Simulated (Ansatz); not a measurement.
## Ansatz (development build ahead of 0.2.0) run

```yaml
crystal:
  periodic: [false, false, false]
  atoms:
    - { symbol: Co, position_ang: [0.0, 0.0, 0.0] }
    - { symbol: Cl, position_ang: [0.0, 0.0, 2.0656] }
basis:
  gaussian: { orbitals: pcseg-2 }
magnetization:
  initial_magnetization: 2
hamiltonian:
  xc: hf
```

The input is written out in the form of the current development build from the run's settings.

Output:

```
Converged                       : yes
Total energy                    : -1840.90076 hartree
Spin squared of the determinant : 2.000
Stability test                  : minimum among restricted orbitals
```

Caution: in another basis set an unrestricted determinant lies well below; other spin multiplicities were not run.
